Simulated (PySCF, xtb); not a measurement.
Al(H)(Br)(Me) (CH4AlBr), SMILES [CH3][AlH][Br].

GFN2-xTB (xtb) at its own geometry gives an orbital gap of 4.69 eV and a dipole moment of 4.69 D.

Geometry optimised at B3LYP-D3(BJ)/def2-SVP. The geometry has at least one imaginary mode, so it is a saddle point at that level.

Q: What does r2SCAN/def2-TZVPD (PySCF) give? (Estimate from the structure and the level; the computed values follow.)

A: gap 5.34 eV (levels -7.08 and -1.74 eV), dipole 1.88 D.
